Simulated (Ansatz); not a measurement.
`BC(C)[SiH3]`. The species carries charge 0 and has multiplicity 1. All single points use the PBE0-D4/def2-TZVP geometry.

```xyz
13

B     0.478    0.140   -1.537
C     0.127    0.540   -0.104
C    -1.343    0.731    0.268
Si    0.846   -0.953    0.849
H     1.600    0.252   -1.944
H    -0.345   -0.373   -2.243
H     0.765    1.349    0.276
H    -1.750    1.625   -0.212
H    -1.492    0.839    1.346
H    -1.946   -0.117   -0.069
H     2.330   -0.961    0.801
H     0.338   -2.243    0.310
H     0.395   -0.829    2.260
```

(1) What is the dipole moment at PBE/def2-TZVPP? (An estimate is asked.)

(2) And with r2SCAN, B3LYP, ωB97M-V? (An estimate is asked.)

(3) Give the Mulliken charges with PBE, r2SCAN, ωB97M-V in def2-TZVPP. (Estimate.)

Answers

(1) Computed: 1.13 D, with components (-0.38, 0.63, 0.86) D in this frame, pointing from negative to positive charge.

(2) Computed: r2SCAN 1.09 D, B3LYP 1.02 D, ωB97M-V 1.01 D.

(3) Ansatz gave: 
```tsv
atom	PBE	r2SCAN	ωB97M-V
B1	-0.13	-0.08	-0.22
C2	-0.04	-0.05	-0.18
C3	-0.26	-0.15	-0.32
Si4	0.16	0.24	0.14
H5	0.02	0.01	0.09
H6	0.01	0.00	0.07
H7	0.10	0.06	0.12
H8	0.09	0.05	0.11
H9	0.09	0.06	0.12
H10	0.09	0.06	0.12
H11	-0.04	-0.06	-0.02
H12	-0.04	-0.06	-0.02
H13	-0.05	-0.07	-0.02
```

B3LYP here is the variant with VWN-RPA as its local correlation; programs differ in this.
